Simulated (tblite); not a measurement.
Isomers of C6H14N2Si. Method: GFN2-xTB as coded in tblite; computed harmonic values from a numerical Hessian at the method's own geometry, unscaled. This tight-binding method is rough: wavenumbers can miss measured ones by several per cent, in bad cases by 10 to 20. Modes of hydrogen on silicon can be 10 to 20 % off. One conformer each.

Electronic energies: GFN2-xTB at the same geometries; isomer energies are rough at this level and their order can be wrong.

| SMILES | electronic energy, lowest = 0 (kcal/mol) |
| --- | --- |
| [SiH3]N1CCCN1C1CC1 | 10.3 |
| C=CCN1CCCN1[SiH3] | 17.0 |
| NC[C@]1(N2CC2)CC[SiH2]1 | 45.8 |
| CC(C)CNC[SiH2]C#N | 42.1 |
| C=C1[SiH2]N(C)C[C@@H]1CN | 14.6 |
| [SiH3]N/N=C/C1CCCC1 | 0.0 |
| C=CN([SiH3])N(C)C1CC1 | 30.8 |

How do GFN2-xTB zero-point energies change the relative energies?

```json
{"SMILES": "[SiH3]N/N=C/C1CCCC1", "ZPE (kcal/mol)": "119.2", "of it from modes above 1550 cm⁻¹": "59.6", "electronic (kcal/mol)": "0.0", "with ZPE, lowest = 0 (kcal/mol)": "0.0", "lowest mode (cm⁻¹)": "18", "rings": "1"}
{"SMILES": "[SiH3]N1CCCN1C1CC1", "ZPE (kcal/mol)": "118.9", "of it from modes above 1550 cm⁻¹": "57.1", "electronic (kcal/mol)": "10.3", "with ZPE, lowest = 0 (kcal/mol)": "10.1", "lowest mode (cm⁻¹)": "45", "rings": "2"}
{"SMILES": "C=C1[SiH2]N(C)C[C@@H]1CN", "ZPE (kcal/mol)": "119.8", "of it from modes above 1550 cm⁻¹": "62.8", "electronic (kcal/mol)": "14.6", "with ZPE, lowest = 0 (kcal/mol)": "15.2", "lowest mode (cm⁻¹)": "73", "rings": "1"}
{"SMILES": "C=CCN1CCCN1[SiH3]", "ZPE (kcal/mol)": "118.0", "of it from modes above 1550 cm⁻¹": "59.2", "electronic (kcal/mol)": "17.0", "with ZPE, lowest = 0 (kcal/mol)": "15.8", "lowest mode (cm⁻¹)": "50", "rings": "1"}
{"SMILES": "C=CN([SiH3])N(C)C1CC1", "ZPE (kcal/mol)": "116.5", "of it from modes above 1550 cm⁻¹": "60.1", "electronic (kcal/mol)": "30.8", "with ZPE, lowest = 0 (kcal/mol)": "28.2", "lowest mode (cm⁻¹)": "43", "rings": "1"}
{"SMILES": "CC(C)CNC[SiH2]C#N", "ZPE (kcal/mol)": "118.7", "of it from modes above 1550 cm⁻¹": "61.2", "electronic (kcal/mol)": "42.1", "with ZPE, lowest = 0 (kcal/mol)": "41.7", "lowest mode (cm⁻¹)": "26", "rings": "0"}
{"SMILES": "NC[C@]1(N2CC2)CC[SiH2]1", "ZPE (kcal/mol)": "120.2", "of it from modes above 1550 cm⁻¹": "61.2", "electronic (kcal/mol)": "45.8", "with ZPE, lowest = 0 (kcal/mol)": "46.9", "lowest mode (cm⁻¹)": "89", "rings": "2"}
```

The zero-point energies span 3.7 kcal/mol, from `C=CN([SiH3])N(C)C1CC1` to `NC[C@]1(N2CC2)CC[SiH2]1`. The order is unchanged.

What do entropy and thermal enthalpy add at 298.15 K and 1 bar (rigid rotor, harmonic oscillator, one conformer each)?

```
                  SMILES  point group  symmetry number  S (cal/(mol K))  H − H(0) (kcal/mol)  ZPE + H − H(0) − TS (kcal/mol)
      [SiH3]N1CCCN1C1CC1           C1                1            101.7                 7.18                            95.8
C=C1[SiH2]N(C)C[C@@H]1CN           C1                1            101.7                 7.60                            97.1
       C=CCN1CCCN1[SiH3]           C1                1            105.3                 7.60                            94.2
   C=CN([SiH3])N(C)C1CC1           C1                1            106.6                 8.01                            92.7
       CC(C)CNC[SiH2]C#N           C1                1            113.1                 8.53                            93.5
 NC[C@]1(N2CC2)CC[SiH2]1           C1                1             97.8                 7.16                            98.2
```

Not tabulated: `[SiH3]N/N=C/C1CCCC1` (lowest mode only 18 cm⁻¹).
